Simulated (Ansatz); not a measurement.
Reaction (cleavage of the Si–Al bond): `F[SiH2][AlH][NH][SiH3]` + `O[SiH2]O` → `O[SiH2]O[SiH2]F` + `[AlH2][NH][SiH3]`

Isolated molecules relaxed with PBE0-D4/def2-TZVP in Ansatz; ΔE leaves out vibrations. CCSD(T)/CBS adds triple-zeta CCSD(T) − MP2 to the extrapolated MP2 energy (def2 sets, frozen cores). Functionals use def2-TZVPP. Each species was taken in one conformer, which may not be the lowest.

CCSD(T)/CBS gives -32.8 kcal/mol.

Question: Another level gave -31.9 kcal/mol. Which?
A. ωB97X-V/def2-TZVPP
B. CCSD/def2-TZVPP
C. PBE0-D4/def2-TZVPP
D. PBE-D4/def2-TZVPP

Answer: A. ωB97X-V -31.9, CCSD/def2-TZVPP -33.7, PBE0-D4 -28.3, PBE-D4 -25.8 kcal/mol.

Largest T1 diagnostic among the species: 0.012.

In def2-TZVPP, CCSD(T) changes the Hartree–Fock value by +6.4 kcal/mol (the triples alone add +0.9 kcal/mol) and MP2 by +4.4 kcal/mol. From PBE to PBE0 (25 % exact exchange), in def2-TZVPP and without D4, ΔE moves by −2.5 kcal/mol.
